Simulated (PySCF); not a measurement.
# Exercise with solution: chemical shift, span and skew from a shielding tensor

CaF₂, SMILES [F][Ca][F]. Atoms are numbered in the order given.

```xyz
3

Ca     0.0000     0.0000     0.2879
F      0.0000    -1.9004    -0.3199
F      0.0000     1.9004    -0.3199
```
Charge 0, spin multiplicity 1.

Coordinates come from a PBE0-D3(BJ)/def2-TZVP optimisation. The isomer is the one that the SMILES or the coordinates give; other isomers of the formula were not compared.

GIAO shieldings from KT2/pcSseg-2 (PySCF), non-relativistic, no solvent. The symmetric part of the tensor of F2 has the principal values -104.7, -48.7, 471.8 ppm. The same nucleus in CFCl3 has σ = 125.1 ppm at this level (PySCF, at its B3LYP-D3(BJ)/def2-TZVP geometry).

**Question.** Work out the isotropic shielding, the ¹⁹F shift against CFCl3, the span and the skew.

**Answer.** 
σ(iso) = (σ11 + σ22 + σ33)/3 = 106.1 ppm. δ = σ(ref) − σ(iso) = 125.1 − (106.1) = 19.0 ppm.
Span Ω = σ33 − σ11 = 576.5 ppm. Skew κ = 3(σ(iso) − σ22)/Ω = 0.81. Tumbling in solution averages the tensor to δ; in a static solid the shielding alone would spread this spin-1/2 line over Ω.
